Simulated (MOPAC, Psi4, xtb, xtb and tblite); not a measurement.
Torsional profile of SMILES O=Cc1ccccc1-c1ccco1 (C11H8O2). Scanned: dihedral C3–C8–C9–O13; all other coordinates were relaxed at GFN2-xTB. Points at φ and −φ are mirror images. Heavy atoms are numbered in the order of the SMILES O=Cc1ccccc1-c1ccco1, hydrogens after them in the order of the atoms that carry them; the mirror image has the same energies with the sign of each dihedral reversed.

Levels of theory: GFN2-xTB (xtb and tblite); PM6, restricted, heats of formation // GFN2-xTB (MOPAC); GFN1-xTB // GFN2-xTB (xtb); PBE-D3(BJ)/def2-SVP // GFN2-xTB (Psi4).

Energies relative to the lowest point of each profile, in kJ/mol; the last columns give the difference from PBE-D3(BJ):

```
φ / °  GFN2-xTB  PM6  GFN1-xTB  PBE-D3(BJ)/def2-SVP  GFN2-xTB − PBE-D3(BJ)/def2-SVP  PM6 − PBE-D3(BJ)/def2-SVP  GFN1-xTB − PBE-D3(BJ)/def2-SVP
-----  --------  ---  --------  -------------------  ------------------------------  -------------------------  ------------------------------
-160        0.0  3.0       1.7                  0.0                             0.0                        3.0                             1.7
-140        1.4  0.8       3.5                  1.2                             0.2                       -0.4                             2.4
-120        7.2  1.4      10.0                  8.0                            -0.9                       -6.6                             2.0
-100       12.0  2.4      15.8                 14.4                            -2.4                      -12.0                             1.4
-80        11.4  2.4      15.0                 13.3                            -1.9                      -11.0                             1.7
-60         6.1  1.0       8.3                  6.6                            -0.4                       -5.6                             1.7
-40         1.2  0.0       2.0                  1.4                            -0.1                       -1.4                             0.6
-20         0.6  1.4       0.0                  1.6                            -1.1                       -0.3                            -1.6
0           3.4  3.5       1.6                  4.9                            -1.4                       -1.4                            -3.3
20          0.6  1.4       0.0                  1.6                            -1.1                       -0.3                            -1.6
40          1.2  0.0       2.0                  1.4                            -0.1                       -1.4                             0.6
60          6.1  1.0       8.3                  6.6                            -0.4                       -5.6                             1.7
80         11.4  2.4      15.0                 13.3                            -1.9                      -11.0                             1.7
100        12.0  2.4      15.8                 14.4                            -2.4                      -12.0                             1.4
120         7.2  1.4      10.0                  8.0                            -0.9                       -6.6                             2.0
140         1.4  0.8       3.5                  1.2                             0.2                       -0.4                             2.4
160         0.0  3.0       1.7                  0.0                             0.0                        3.0                             1.7
180         5.0  8.3       6.3                  6.4                            -1.4                        1.8                            -0.2
```

GFN2-xTB is furthest from PBE-D3(BJ)/def2-SVP at -100 (-2.4 kJ/mol, below); its mean absolute difference over the points is 0.9 kJ/mol.

PM6 is furthest from PBE-D3(BJ)/def2-SVP at -100 (-12.0 kJ/mol, below); its mean absolute difference over the points is 4.6 kJ/mol.

GFN1-xTB is furthest from PBE-D3(BJ)/def2-SVP at 0 (-3.3 kJ/mol, below); its mean absolute difference over the points is 1.6 kJ/mol.
